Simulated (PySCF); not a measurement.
**Te³⁺ (tellurium, charge +3) across methods**

[Kr] 4d10 5s2 5p1, 2P determinant. Computed with PySCF 2.14 in aug-cc-pwCVTZ-DK3 with one added diffuse shell each of s, p, d, f type (11s10p8d5f1g, 125 functions), with the spin-free X2C one-electron Hamiltonian (Gaussian nucleus).

```csv
method,E (hartree),mean ε 5s α (eV),mean ε 5s β (eV),mean ε 5p α (eV),Σ⟨r²⟩ (bohr²),⟨S²⟩
PBEsol,-6788.03,-43.117,-42.205,-32.104,32.74,0.751
LDA,-6785.10,-43.424,-42.663,-32.202,32.73,0.751
r2SCAN,-6791.46,-43.356,-42.210,-32.484,32.79,0.753
PBE,-6791.05,-43.025,-42.145,-32.079,32.78,0.751
CAM-B3LYP,-6791.83,-46.116,-44.900,-34.761,32.86,0.752
wB97M-V,-6791.00,-46.921,-45.590,-35.607,32.88,0.752
PBE0,-6791.12,-44.473,-43.195,-33.373,32.80,0.752
UHF,-6788.67927,-47.834,-45.189,-36.483,33.11,0.757
```
